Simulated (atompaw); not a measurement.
## Sr (Z = 38): one change to a PAW (atompaw) potential, before and after

| Item | Value |
| --- | --- |
| Element | Sr (Z = 38) |
| Generator | atompaw 4.2.0.5 |
| Type | PAW |
| Functional | PBE |
| Relativity | scalar-relativistic |
| Frozen core | [Ar] 3d10 |
| Valence charge | 10 |
| Reference configuration | 4s2 4p6 4d0 5s1.5 5p0 (charge +0.5) |
| Partial waves | 4s (bound): rc 2.20 bohr; 5s (bound): rc 2.40 bohr; 4p (bound): rc 2.20 bohr; 5p (bound, empty): rc 3.00 bohr; 4d (bound, empty): rc 3.00 bohr; 4d channel at 2.25 Ry: rc 3.00 bohr |
| Local potential | bessel scheme, radius 2.75 bohr |
| Core correction | smooth core density matched at 1.55 bohr |
| Augmentation charge | sinc compensation charge, radius 2.60 bohr; PAW radius 3.00 bohr; waves and projectors: custom polynom2 7 10 vanderbiltortho |

All-electron outer shells of the reference configuration (PBE, scalar-relativistic, ld1.x):

```csv
shell,level (eV),outermost node (bohr),outermost maximum (bohr)
3d,-131.05,–,0.38
4s,-43.91,0.59,1.19
4p,-25.81,0.61,1.33
5s,-5.86,1.64,3.58
4d,-3.89,0.65,2.04
5p,-3.27,1.95,4.54
```

Change: augmentation sinc compensation charge, radius 2.60 bohr; PAW radius 3.00 bohr; waves and projectors: custom polynom gramschmidtortho.

Cutoffs: the cutoffs (Ry, on a coarse ladder) from which the occupation-weighted sum of valence levels, in a spherical-Bessel basis at the reference potential, stays within 10 and 1 mRy of its value at 400 Ry; they do not see the model core or the augmentation charge, which bear on the density cutoff.

Problem. What does the change do?

Solution. The potential gets harder (15 Ry and 25 Ry → 15 Ry and 30 Ry); the range in which the s phases agree narrows (upper end at the end of the scan → 3.6); neither file shows a bound ghost.

| quantity | base | changed |
| --- | --- | --- |
| cutoff, loose | 15 Ry | 15 Ry |
| cutoff, tight | 25 Ry | 30 Ry |
| loose cutoff by channel (10 mRy a level) | s 8 Ry, p 10 Ry | s 8 Ry, p 12 Ry |
| bound ghosts | none | none |
| s: phases at 3.00 bohr within 0.05 rad from the reference energy up to (Ry; the scan ends near 5) | to the end of the scan | 3.6 |
| p: phases at 3.00 bohr within 0.05 rad from the reference energy up to (Ry; the scan ends near 5) | to the end of the scan | to the end of the scan |
| d: phases at 3.00 bohr within 0.05 rad from the reference energy up to (Ry; the scan ends near 5) | to the end of the scan | to the end of the scan |
| lowest overlap eigenvalue by channel | s 0.50, p 0.50, d 0.88 | s 0.72, p 0.59, d 0.90 |

 The cutoffs see the waves, projectors and local potential, not the compensation charge or the core.
